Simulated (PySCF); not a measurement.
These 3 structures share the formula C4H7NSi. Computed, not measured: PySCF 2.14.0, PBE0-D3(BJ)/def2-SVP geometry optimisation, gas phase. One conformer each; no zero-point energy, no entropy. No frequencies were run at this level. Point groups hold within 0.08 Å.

Question: Order them by energy at this level, lowest first, and give relative energies in kcal/mol.
A. `[SiH3]n1cccc1`
B. `[CH:1]#[C:2]/[CH:3]=[N:4]\[SiH2:5][CH3:6]` with C3–N4–Si5–C6 119°
C. `[N:1]#[C:2][CH:3]1[CH2:4][SiH2:5][CH2:6]1` with C2–C3–C4–Si5 148°, C3–C4–Si5–C6 -19°, C4–Si5–C6–C3 19°, C2–C3–C6–Si5 -148°

Answer: A (0.0), C (25.9), B (53.7).

As drawn, the lowest has an aromatic ring, which the highest lacks; the highest has a C≡C bond, a C=N bond and an Si–C bond, which the lowest lacks.

```tsv
SMILES	E (Eh)	E rel (kcal/mol)	dipole (D)	point group	A, B, C (MHz)
[SiH3]n1cccc1	-500.27476	0.0	1.41	–	8281, 2075, 1693
N#CC1C[SiH2]C1	-500.23356	25.9	3.83	Cs	8367, 1708, 1527
C#C/C=N\[SiH2]C	-500.18925	53.7	1.59	C1	6142, 1494, 1362
```
